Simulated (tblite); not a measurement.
Run record: tight-binding relaxation, `[SiH3][O][GeH][Cl]` [radical].

Computed with GFN2-xTB geometry optimisation, gas phase (tblite 0.8.0). Start geometry: from a force field or distance geometry. The command runs a driver script over a list of jobs; the input below is this job's line of settings and its coordinates in Å.

Command:
```bash
OMP_NUM_THREADS=1 python probes_run.py task.json out
```

Input:
```
{"job": {"kind": "relax", "xc": "GFN2-xTB", "basis": "xTB"}, "charge": 0, "multiplicity": 2}
Si    -1.186300    -0.495800     0.076500
O      0.422400    -0.854700    -0.364600
Ge     1.406800     0.499200     0.287400
Cl     1.561300     2.053900    -1.234700
H     -1.323900    -0.407100     1.548400
H     -2.081300    -1.565100    -0.411700
H     -1.609500     0.779200    -0.545600
H      2.819600    -0.000100     0.662100
```

Output:
```
step      E/eV     max force
  0    -391.62496    1.435
  1    -391.69864    1.080
  2    -391.81832    1.168
  3    -391.84841    0.609
  4    -391.90075    0.663
  5    -391.92641    0.686
  6    -391.97037    0.640
  7    -391.99894    0.522
  8    -392.03581    0.566
  9    -392.06909    0.631
... (21 lines left out)
 31    -392.36209    0.060
 32    -392.36225    0.035
 33    -392.36232    0.023
 34    -392.36236    0.017
 35    -392.36239    0.013
 36    -392.36241    0.015
 37    -392.36244    0.020
 38    -392.36248    0.024
 39    -392.36252    0.018
 40    -392.36254    0.007
```

«max force» is the largest atomic force in eV/Å.

Question: From which step on does the largest force stay under 0.1 eV/Å, and how much energy is left to gain from there?

Answer: From step 27 (0.075 eV/Å), 2.2 meV above the end.

Main results: energy lowered by 17.0 kcal/mol over 40 steps; largest atomic force 0.007 eV/Å at the end.

Question: Where do the atoms end?

Answer: 0.574 Å rms from the input after alignment:
```
atom  x, y, z in Å
Si1   -1.3275   -0.4424    0.1567
O2     0.2719   -0.1924    0.2814
Ge3    1.7458    0.7820    0.4471
Cl4    1.7610    1.9229   -1.3854
H5    -1.8445   -0.5597    1.5214
H6    -1.4059   -1.6958   -0.5919
H7    -1.9525    0.6741   -0.5538
H8     2.7608   -0.4793    0.1425
```

On one thread of an Arm Neoverse V2, no GPU, shared host with 32 logical CPUs at a one-minute load of 19, this took 0.15 s of wall time.
Labels such as C1 count atoms from 1, the log's own numbers from 0.
